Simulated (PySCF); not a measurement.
PySCF input for Cd(Cl)(NH2) (CdClH2N), SMILES [NH2][Cd][Cl], C-PCM-M06-2X/def2-SVP. The structure is a stationary point at B3LYP-D3(BJ)/def2-TZVP. The def2 effective core potentials stand for the cores of Cd; spin–orbit coupling is left out. Other conformers were not sampled.

```python
import numpy as np
from pyscf import gto, scf, dft
from pyscf.solvent import pcm

mol = gto.M(
    atom='''
    Cd    0.27108600   -0.01394508    0.00000000
    Cl   -2.02526240    0.01503251   -0.00000000
    N     2.29103718    0.14828215    0.00000000
    H     2.69003628   -0.31208187    0.81250736
    H     2.69003629   -0.31208186   -0.81250738
    ''',
    basis='def2-SVP',
    ecp={'Cd': 'def2-svp'},
    charge=0,
    spin=0,
    max_memory=1600,
    verbose=3,
)
mf = dft.RKS(mol, xc='m06-2x').density_fit(auxbasis='def2-universal-jkfit')
mf.grids.level = 4
mf.conv_tol = 1e-9
mf.max_cycle = 100
mf.kernel()
res = {}
for name, eps in {'water': 78.355, 'ethanol': 24.852, 'chlorobenzene': 5.6968}.items():
    s = mf.PCM()
    s.with_solvent.method, s.with_solvent.eps, s.with_solvent.lebedev_order = 'C-PCM', eps, 29
    s.kernel(mf.make_rdm1())
    res[name] = (s.e_tot, eps, s.dip_moment(), s.mo_energy, s.converged)
    print(f'{name}: electrostatic solvation free energy {(s.e_tot - mf.e_tot) * 627.509474:.3f} kcal/mol')
```

Log of the run:

```
converged SCF energy = -683.620306411786

WARN: PCM is an experimental feature. It is still in testing.
Features and APIs may be changed in the future.

converged SCF energy = -683.647392873455
Dipole moment(X, Y, Z, Debye):  2.86617, -1.80583, -0.00000
water: electrostatic solvation free energy -16.997 kcal/mol

WARN: PCM is an experimental feature. It is still in testing.
Features and APIs may be changed in the future.

converged SCF energy = -683.646493927781
Dipole moment(X, Y, Z, Debye):  2.85277, -1.78943, -0.00000
ethanol: electrostatic solvation free energy -16.433 kcal/mol

WARN: PCM is an experimental feature. It is still in testing.
Features and APIs may be changed in the future.

converged SCF energy = -683.642210575513
Dipole moment(X, Y, Z, Debye):  2.78650, -1.71236, -0.00000
chlorobenzene: electrostatic solvation free energy -13.745 kcal/mol
```

The calculation finished and met its thresholds.

Cost: roughly 40 core-seconds.
